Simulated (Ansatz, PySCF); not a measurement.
Gas-phase reaction (SMILES): C=C[Si](O)(O)O [ethenyl(trihydroxy)silane] + S (H2S) → O[Si](O)(O)S + C=C (C2H4); hydrogen sulfide cleaves one Si-C bond, a model of a ligand-exchange step.

Geometries: B3LYP-D3(BJ)/def2-TZVP minima from Ansatz (a program for electronic structure), one conformer each, not searched for the lowest. Correlated levels leave the core frozen unless marked. No spin-orbit coupling. No relativistic terms. CBS marks a two-point X^-3 extrapolation of the correlation energy; Hartree-Fock from the larger set. Thermal terms are rigid-rotor harmonic-oscillator values from B3LYP-D3(BJ) frequencies (Ansatz or PySCF) at 298.15 K and 1 atm. 1 Eh = 627.5095 kcal/mol.

```
species         E, CCSD(T)/CBS(cc-pV(T+d)Z,cc-pV(Q+d)Z) (Ansatz) (Eh)  E, B3LYP-D3(BJ)/def2-TZVPD (Ansatz + dftd3) (Eh)  H - E (Eh)
--------------  -----------------------------------------------------  ------------------------------------------------  ----------
C=C[Si](O)(O)O                                             -594.45490                                        -595.32110     0.09513
S (H2S)                                                    -398.96824                                        -399.42828     0.01881
O[Si](O)(O)S                                               -914.97020                                        -916.14214     0.06153
C=C (C2H4)                                                  -78.47456                                         -78.62799     0.05494
```

Problem. Work out ΔE and ΔH at 298.15 K at the first level, then ΔH at the second.

Solution. 
1. ΔE = [(-914.97020) + (-78.47456)] - [(-594.45490) + (-398.96824)] = -0.02162 Eh = -13.6 kcal/mol at CCSD(T)/CBS(cc-pV(T+d)Z,cc-pV(Q+d)Z).
2. The terms H - E add up to 0.00253 Eh, so ΔH = (-0.02162 + (0.00253))×627.5095 = -12.0 kcal/mol.
3. At B3LYP-D3(BJ)/def2-TZVPD the same steps give ΔE = -13.0 and ΔH = -11.4 kcal/mol, a shift of +0.6 from the first level.
4. These values are not checked against measurement here, since the tables used lack a sound gas-phase enthalpy of formation for at least one species.
